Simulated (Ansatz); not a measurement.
```yaml
crystal:
  periodic: [false, false, false]
  atoms:
    - {symbol: In, position_ang: [-0.978651, 1.532832, -0.743779]}
    - {symbol: B, position_ang: [0.301359, -0.076492, 0.120884]}
    - {symbol: C, position_ang: [0.683803, -1.466375, 0.627712]}
    - {symbol: O, position_ang: [1.541978, -0.260777, 0.583135]}
    - {symbol: H, position_ang: [-1.065466, 1.785909, -2.448115]}
    - {symbol: H, position_ang: [-1.964986, 2.527303, 0.263481]}
    - {symbol: H, position_ang: [0.461527, -1.791161, 1.639991]}
    - {symbol: H, position_ang: [1.020437, -2.251240, -0.043310]}
basis:
  gaussian: {orbitals: cc-pVTZ-PP}
hamiltonian: {xc: {name: SPW92}}
```

```sh
$ ansatz run in.yaml --threads 2 --pin off --events-out ev --progress --plain --max-ram 4352MiB
```

Shortened log:

```
Functional definition: SPW92
Error: <dir> the basis set cc-pVTZ-PP has no functions for B
```

(1) What is wrong with this run?

Answers

(1) The basis set is misnamed or doesn't suit the job. The program refused the input.
